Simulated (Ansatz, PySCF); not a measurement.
Breaking the Zn1–H2 bond in HIZn (SMILES [ZnH][I]) (multiplicity 1 held, fragments rigid). Energies count from the point at 1.531 Å.
Geometry at that point (charge 0, multiplicity 1):
```
atom   x (Å)   y (Å)    z (Å)
----  ------  ------  -------
Zn    0.0000  0.0000  -1.5252
H     0.0000  0.0000  -3.0559
I     0.0000  0.0000   0.9210
```

Restricted levels (R-, RO-) in cc, def2 and unpolarised 6-31G sets keep to the state of the molecule at rest. Active spaces are followed from a long bond inwards. Levels need not reach the same state.

Frozen-core correlation. Filled d and f shells under p-block atoms count as core. Rows in 3-21G carry no dispersion term and start afresh at each structure; the Pople sets are all-electron and without relativity.

The values were computed with Ansatz (Gaussian orbitals); PySCF for 3-21G rows. Values without a source in brackets are computed. In def2 rows elements past Kr take small-core potentials, without spin–orbit coupling.

Energies in eV.

```csv
R (Å),R-HF/3-21G,R-HF/def2-TZVPP,R-wB97X-V/def2-TZVPP,"FIC-MRCISD on CASSCF(2,2)/def2-TZVPP","FIC-MRCISD+Q on CASSCF(2,2)/def2-TZVPP"
1.225,0.95,1.24,1.02,1.04,1.00
1.378,0.20,0.28,0.19,0.20,0.18
1.531,0.00,0.00,0.00,0.00,0.00
1.684,0.09,0.08,0.15,0.13,0.15
1.837,0.34,0.36,0.48,0.42,0.45
2.067,0.88,0.96,1.11,0.97,1.02
2.296,1.51,1.61,1.78,1.53,1.60
2.679,2.56,2.67,2.82,2.31,2.39
3.062,3.50,3.58,3.70,2.81,2.90
3.521,4.45,4.47,4.54,3.12,3.21
4.133,5.46,5.35,5.35,3.25,3.35
4.898,6.35,6.10,6.01,3.29,3.38
```

Doubts at one or more of the structures used: a restricted determinant that unrestricted orbitals would lower (R-HF/3-21G, R-HF/def2-TZVPP, R-wB97X-V/def2-TZVPP).

Ansatz is a first-principles code.
